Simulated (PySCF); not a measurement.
SMILES [SeH]C[SeH] (CH₄Se₂), singlet, PBE0/def2-SVP optimised geometry.

```
7

Se     1.36    -0.82     0.00
C     -0.59    -0.82     0.00
Se    -1.48     0.91     0.00
H      1.48     0.01     1.21
H     -0.88    -1.40    -0.89
H     -0.97    -1.35     0.89
H     -0.81     1.40    -1.21
```

Density from PBE0/def2-TZVP run with PySCF at that geometry.

Minimum of the electron density along straight lines between bonded atoms, close to the bond critical point (lines longer than 1.1 times the sum of covalent radii, or with two minima, are not listed):

```json
[
 {"bond": "Se1–C2", "length / Å": "1.948", "ρ at the minimum / e bohr⁻³": "0.149", "∇²ρ there / e bohr⁻⁵": "-0.16", "position (fraction from the first atom)": "0.51"},
 {"bond": "C2–Se3", "length / Å": "1.948", "ρ at the minimum / e bohr⁻³": "0.149", "∇²ρ there / e bohr⁻⁵": "-0.16", "position (fraction from the first atom)": "0.49"},
 {"bond": "Se1–H4", "length / Å": "1.471", "ρ at the minimum / e bohr⁻³": "0.177", "∇²ρ there / e bohr⁻⁵": "-0.33", "position (fraction from the first atom)": "0.63"},
 {"bond": "C2–H5", "length / Å": "1.098", "ρ at the minimum / e bohr⁻³": "0.277", "∇²ρ there / e bohr⁻⁵": "-0.95", "position (fraction from the first atom)": "0.65"},
 {"bond": "C2–H6", "length / Å": "1.098", "ρ at the minimum / e bohr⁻³": "0.277", "∇²ρ there / e bohr⁻⁵": "-0.95", "position (fraction from the first atom)": "0.65"},
 {"bond": "Se3–H7", "length / Å": "1.471", "ρ at the minimum / e bohr⁻³": "0.177", "∇²ρ there / e bohr⁻⁵": "-0.33", "position (fraction from the first atom)": "0.63"}
]
```
